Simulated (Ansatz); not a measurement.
The cluster Pb2S5⁻, relaxed as a doublet with UKS PBE-D4/def2-SVPD in Ansatz, starting from the GFN1-xTB geometry. Force threshold 0.02 eV/Å.

In the def2 sets Pb takes a core potential; there is no spin–orbit coupling. The relaxation made no stability test and no search for a lower SCF solution. Another isomer (doublet) lies 0.55 eV lower at PBE0-D4/def2-SVP; other spin states weren't run for this one.

Start:

```tsv
atom	x (Å)	y (Å)	z (Å)
Pb1	2.7263	1.2056	-0.6782
Pb2	-0.3434	-0.7183	-0.9274
S3	-0.6716	-1.4485	1.7651
S4	-2.3467	-0.3165	1.8970
S5	-2.1745	0.9940	0.3649
S6	0.5959	1.5282	-1.9730
S7	2.2140	-1.2444	-0.4484
```

(1) Estimate the energy that the relaxation releases and the steps that it takes.

(2) Does the start keep its bonding?

(3) Predict the relaxed structure.

Results:

(1) 9.3 kcal/mol, in 13 steps; 2.2 min on 4 threads of AMD EPYC 7571 on a shared host. No frequencies were taken in this run, so the end may be a saddle point.

(2) Bonds lost: Pb2–S5 (atoms count from 1).

(3) 
```xyz
7

Pb    3.0974    0.8602   -1.0693
Pb   -0.2182   -0.6278   -0.9821
S    -0.4202   -0.7897    1.7912
S    -2.4290   -0.2699    1.9306
S    -3.1057    0.5056    0.1955
S     0.7319    1.8690   -1.2274
S     2.3439   -1.5474   -0.6385
```
Bond lengths (bridged metal pairs left out): 5 × Pb–S 2.56 to 2.79 Å; 2 × S–S 2.02 to 2.08 Å.
